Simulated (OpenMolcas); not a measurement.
**Ni+, Pd+, Pt+: d9 down the group**

| Property | Result |
| --- | --- |
| Program | OpenMolcas |
| Method | SS-CASPT2, IPEA 0.25 Eh, imaginary shift 0.1 Eh |
| Basis | ANO-R2 |
| Scalar Hamiltonian | X2C, finite nucleus |
| Spin-orbit coupling | RASSI with atomic mean-field integrals over the reference wave functions, term energies averaged over their components |

Active space for each ion: 9 electrons in 5 orbitals (d); closed shells correlated by CASPT2: Ni+ 3s 3p; Pd+ 4s 4p; Pt+ 5s 5p.

Computed levels in cm-1 above 2D 5/2:

```json
{"Level": "2D 3/2", "Ni+": "1509", "Pd+": "3450", "Pt+": "10420"}
{"Level": "weight of 2D in the lowest level (%)", "Ni+": "100", "Pd+": "100", "Pt+": "100"}
```

Measured, with the error of the calculation in %. Measured levels: Ni+, Pd+ from NIST Handbook of Basic Atomic Spectroscopic Data.

| Level | Ni+ | Pd+ |
| --- | --- | --- |
| 2D 3/2 | 1507 (+0.1) | 3539 (-2.6) |

The fine-structure level 2D 3/2 changes by a factor of 6.91 from Ni+ to Pt+.

CASPT2 does not keep the components of a term degenerate, so their means are used; among the terms shown or strongly mixed into the levels shown the widest spread is 51 cm-1 (5d9 2D, Pt+). Measured partners are found by configuration, term and J. A level has none where our copy of the source lacks it or the pairing is in doubt (some pairs that miss far off the trend of their configuration count as doubtful), and it then counts in no deviation. Levels of configurations outside the active space are missing.
